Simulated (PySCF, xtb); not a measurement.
Si(H)2(Me)(PH2) (CH7PSi), SMILES P[SiH2]C.

xtb with GFN2-xTB at its own geometry gives an orbital gap of 4.79 eV and a dipole moment of 2.26 D.

Geometry optimised at PBE-D3(BJ)/def2-SVP. The values are those of a single conformer.

### Question
What does ωB97X/def2-TZVPD (PySCF) give? (An estimate is asked for; the answer gives what the named calculation found.)

### Answer
gap 11.49 eV (levels -9.73 and 1.76 eV), dipole 1.51 D.
